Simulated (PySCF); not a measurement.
# Structure from 2D NMR

Compound of formula C6H13NSi. Correlations simulated from computed shifts and the bond graph:

HSQC (one-bond C–H):
```csv
δH,δC
8.22,165.8
6.08,137.3
5.93,137.3
3.94,55.2
1.20,27.3
```

COSY cross peaks (H two or three bonds apart, from the bond graph; peaks can be absent where the dihedral angle is near 90°):
```csv
δH,δH
6.08,5.93
3.94,1.20
```

HMBC (two and three bonds, from the bond graph):
```csv
δH,δC
8.22,"153.2, 137.3, 55.2"
6.08,"165.8, 153.2"
5.93,"165.8, 153.2"
4.20,"165.8, 153.2, 137.3"
3.94,"165.8, 27.3"
1.20,"55.2, 27.3"
```

Carbons without hydrogens: δ 153.2.

- NMR shieldings at PBE0/pcSseg-1/GIAO
- structure optimised with GFN2-xTB
- code: PySCF 2.14.0 with density-fitted response routines
- no solvent model, one conformer, equivalent nuclei averaged, non-relativistic

References, each an isolated molecule treated in the same way: $^{1}$H, $^{13}$C vs TMS.

Exchangeable hydrogens are left out of these lists.

Which molecule is this?

## Answers

`C=C([SiH3])/C=N\C(C)C`.

Structure with atom numbers: `[CH2:1]=[C:2]([SiH3:3])/[CH:4]=[N:5]\[CH:6]([CH3:7])[CH3:8]` (H(Xn): hydrogen on atom n). Ha(C1) is cis to Si3; Hb(C1) is trans to Si3.

1. δC 165.8 is C4, a C=N carbon (δH 8.22).
2. δC 153.2 is C2, a fully substituted alkene carbon.
3. δC 137.3 is C1, a terminal =CH2 carbon (δH 5.93, 6.08).
4. δC 55.2 is C6, an sp3 CH bonded to N (δH 3.94).
5. δC 27.3 is C7/C8, a methyl carbon (δH 1.20).
6. HMBC from δH 8.22 reaches the proton-free carbon C2.
7. HMBC from δH 6.08 reaches the proton-free carbon C2.
8. HMBC from δH 5.93 reaches the proton-free carbon C2.
9. HMBC from δH 4.20 reaches the proton-free carbon C2.
10. COSY links 6.08–5.93, 3.94–1.20.

The shifts were computed for this structure.

Shifts are as computed. Against solution values, carbons near 30 ppm lie about +3 ppm off and those near 130 ppm about +5 ppm. Of 1211 compounds with measured shifts, 218 miss one by over three times the rms of a fit or turn the order of signals round; such compounds aren't used in these exercises.
